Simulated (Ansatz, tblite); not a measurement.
Removing and adding an electron: `[H]/C=C/c1ccc(/C=C/c2ccc(/C=C/c3ccccc3)cc2)cc1`. Total charge 0; singlet. Geometry: PBE-D4/def2-SVP. Ansatz, gas phase; energy differences of separate SCF runs; the oxidised species was run as a doublet alone; the reduced species was run as a doublet alone.

```
atom   x (Å)   y (Å)   z (Å)
  H1   7.122   1.035  -7.765
  C2   6.226   1.071  -7.127
  C3   6.209   0.473  -5.914
  C4   5.099   0.433  -4.956
  C5   3.850   1.059  -5.183
  C6   2.828   0.988  -4.238
  C7   2.991   0.292  -3.011
  C8   1.886   0.259  -2.061
  C9   1.883  -0.317  -0.825
 C10   0.778  -0.348   0.125
 C11  -0.502   0.211  -0.140
 C12  -1.524   0.161   0.801
 C13  -1.336  -0.453   2.069
 C14  -2.375  -0.532   3.089
 C15  -3.656  -0.079   2.991
 C16  -4.698  -0.157   4.013
 C17  -4.487  -0.708   5.303
 C18  -5.522  -0.760   6.241
 C19  -6.800  -0.265   5.923
 C20  -7.029   0.286   4.652
 C21  -5.992   0.339   3.713
 C22  -0.060  -1.011   2.333
 C23   0.965  -0.962   1.388
 C24   4.242  -0.337  -2.786
 C25   5.263  -0.265  -3.733
 H26   5.355   1.612  -7.532
 H27   7.122  -0.053  -5.581
 H28   3.678   1.614  -6.118
 H29   1.866   1.486  -4.440
 H30   0.970   0.770  -2.406
 H31   2.803  -0.816  -0.473
 H32  -0.696   0.696  -1.108
 H33  -2.497   0.609   0.551
 H34  -2.058  -1.022   4.027
 H35  -3.975   0.401   2.049
 H36  -3.495  -1.099   5.576
 H37  -5.333  -1.193   7.236
 H38  -7.611  -0.308   6.665
 H39  -8.024   0.678   4.391
 H40  -6.176   0.772   2.717
 H41   0.119  -1.494   3.307
 H42   1.946  -1.406   1.625
 H43   4.417  -0.894  -1.854
 H44   6.225  -0.764  -3.532
```

The xTB rows come from tblite. Single mean-field runs in def2-TZVP are fitted with def2-universal-jkfit.

```tsv
level	−HOMO (eV)	vertical IE (eV)	−LUMO (eV)	vertical EA (eV)	HOMO–LUMO gap (eV)	IE − EA (eV)	remarks
GFN1-xTB	10.73	12.34	8.75	7.13	1.98	5.21	–
GFN2-xTB	9.72	11.36	7.73	6.09	1.99	5.27	–
PBE-D4/def2-TZVP	4.85	6.43	2.90	1.46	1.95	4.97	HOMO above zero (-1 doublet)
PBE0-D4/def2-TZVP	5.55	6.63	2.24	1.27	3.32	5.36	–
CAM-B3LYP-D4/def2-TZVP	6.54	6.83	1.29	1.08	5.24	5.76	spin-contaminated (⟨S²⟩ 0.83) (+1 doublet)
```

Relaxing the oxidised species (PBE-D4/def2-SVP) changes its energy by -0.07 eV at PBE-D4/def2-TZVP, so the adiabatic ionisation energy to this nearest minimum is 6.37 eV. At PBE0-D4/def2-TZVP it is 6.56 eV.  Relaxing the reduced species (PBE-D4/def2-SVP) changes its energy by -0.04 eV at PBE-D4/def2-TZVP, so the adiabatic electron affinity to this nearest minimum is 1.50 eV. At PBE0-D4/def2-TZVP that geometry lies 0.00 eV above the vertical one, so it gives no adiabatic value.     A HOMO above zero means that the electron is unbound at that level or that self-interaction error raises the level; the energy of removing that electron tells which. Raw xTB energy differences between charge states are shifted by several eV; the methods need an empirical correction for them. Sets without diffuse functions give affinities that are too small.
